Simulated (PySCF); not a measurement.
Working with the constants of GeP

ROHF-CCSD(T) constants of GeP, ²Π (doublet), unpaired electrons π ↑ (basis Ge def2-TZVPPD, P def2-TZVPPD; no relativity; PySCF 2.14; masses 73.9212 and 30.9738 u):

| Item | Value |
| --- | --- |
| ωe | 479.1 cm⁻¹ |
| ωexe | 1.6 cm⁻¹ |
| Be | 0.16519 cm⁻¹ |
| αe | 0.000720 cm⁻¹ |
| De to Ge + P | 3.14 eV |

**Question.** What force constant and bond length do these constants imply?

**Answer.** Reduced mass μred = 21.828 u; k = 5.8918×10⁻⁷·μred·ωe² (u, cm⁻¹, mdyn/Å) = 2.95 mdyn/Å; Re = √(16.8576/(μred·Be)) (u, cm⁻¹, Å) = 2.162 Å.

**Question.** Estimate the centrifugal constant D from the Kratzer relation and find the Dunham coefficient a1.

**Answer.** D = 4Be³/ωe² = 7.86e-08 cm⁻¹; a1 = −1 − αeωe/(6Be²) = -3.11.

Correlated steps freeze 14 core orbitals. Spin–orbit coupling is left out. The state is the lowest determinant that a PBE0 search found; another state may lie lower at other levels.
